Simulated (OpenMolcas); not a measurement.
Cr IV.

```yaml
Program: OpenMolcas 26.06
Method: CASSCF
Basis: ANO-RCC-VQZP [7s6p4d3f2g1h]
Scalar_Hamiltonian: DKH2, point nucleus
Active_space: 3 electrons in 10 orbitals (3d 4d)
State_averaging: 2S+1 = 4 even, 10 roots; 2S+1 = 2 even, 40 roots
Spin-orbit_coupling: state interaction with AMFI integrals over the reference wave functions, term energies averaged over their components
```

Levels without dynamic correlation, in cm⁻¹ above 3d³ ⁴F_3/2:

```json
{"Level": "3d³ ²G_7/2", "E": "17530"}
{"Level": "3d³ ⁴P_1/2", "E": "17371"}
{"Level": "3d³ ²H_9/2", "E": "23186"}
{"Level": "3d³ ²P_1/2", "E": "23253"}
{"Level": "3d³ ²D_3/2(1)", "E": "25175"}
{"Level": "3d³ ²F_7/2", "E": "40107"}
```

On this reference, MS-CASPT2, IPEA 0.25 Eh, imaginary shift 0.1 Eh (closed shells correlated: 3s 3p) puts 3d³ ²G_7/2 at 14870 cm⁻¹.

Estimate the other levels at that method by one scale factor, and say how well it serves.

The factor is 14870 / 17530 = 0.848. Scaled values beside those that MS-CASPT2 gives and measured ones (Sugar and Corliss, J. Phys. Chem. Ref. Data 6, 317 (1977)):
```csv
Level,Scaled,MS-CASPT2,Miss (%),Measured
3d³ ⁴P_1/2,14731,14420,+2.2,14059
3d³ ²H_9/2,19662,21080,-6.7,21066
3d³ ²P_1/2,19719,19460,+1.3,19519
3d³ ²D_3/2(1),21348,20830,+2.5,20650
3d³ ²F_7/2,34011,34770,-2.2,34363
```
For these levels the scaled values miss MS-CASPT2 by up to 6.7 %, as correlation changes each term by its own factor, spin-orbit parts do not scale and CASPT2 has its own spread within terms. This holds within one configuration; levels of others move differently, and the target method has errors of its own against measurement.

CASPT2 does not keep the components of a term degenerate, so their means are used; among the terms shown or strongly mixed into the levels shown the widest spread is 780 cm-1 (3d³ ⁴F, MS-CASPT2). Active for correlation alone: 4d; no level in the range computed is led by a configuration that fills it, so any true level of that kind is missing. Without dynamic correlation excited terms often stand tens of per cent too high (terms of higher spin than the ground term too low), and those without a measured partner can miss by more than the paired ones (holds for CASSCF). The CASPT2 spread within a term exceeds the gap to the next term for 3d³ ²D(1) and 3d³ ²H, so the order of their levels is uncertain (holds for MS-CASPT2). Measured partners are found by configuration, term and J. A level has none where our copy of the source lacks it or the pairing is in doubt (some pairs that miss far off the trend of their configuration count as doubtful), and it then counts in no deviation. Levels of configurations outside the active space are missing.

A number in round brackets counts repeated terms of one configuration in the order of the reference energies.
